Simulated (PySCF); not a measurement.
Start geometry of [MoF6]3- (`[F][Mo-3]([F])([F])([F])([F])[F]`) [quartet] from GFN2-xTB (Å):
```
atom  x, y, z in Å
Mo1    0.000    0.000    0.000
F2    -0.019   -0.011    2.166
F3     0.020    0.010   -2.165
F4     2.164    0.006    0.020
F5    -2.165   -0.007   -0.020
F6    -0.005    2.167    0.010
F7     0.006   -2.165   -0.011
```

Q: What comes out of this run: PBE0-D3(BJ)/def2-SVP geometry optimisation, gas phase, def2 core potentials past Kr (PySCF 2.14.0)?

A: 
```
atom  x, y, z in Å
Mo1    0.000    0.000    0.000
F2    -0.041   -0.022    2.091
F3     0.041    0.022   -2.091
F4     2.091    0.012    0.041
F5    -2.091   -0.012   -0.041
F6    -0.013    2.091    0.022
F7     0.013   -2.091   -0.022
```

The energy falls by 5.1 kcal/mol over 5 energy and gradient evaluations, the largest force component goes from 0.0180 to 2.2e-04 Eh/bohr, and the atoms move by 0.069 Å rms after alignment. Among the bonds, Mo1–F2 and Mo1–F6 change most and about equally (-0.076 to -0.075 Å). Bonds longer at the end by more than 0.005 Å: 0 of 6; shorter: 6. The orientation of the end geometry is arbitrary; only internal coordinates are fixed.

The run used 115 basis functions and 37 SCF cycles in all.

No frequency check. ⟨S²⟩ = 3.757 (exact for a quartet: 3.75). Whether so highly charged an anion holds all its electrons in the gas phase wasn't checked; a finite basis holds them in any case. No counter-ion or solvent screens the charge of this multiply charged ion. The geometry's basis has no diffuse functions, a weakness for an anion.

Caution for open-shell metal species: one SCF solution and one stationary point were followed, and a lower state or a bent or distorted shape isn't ruled out.
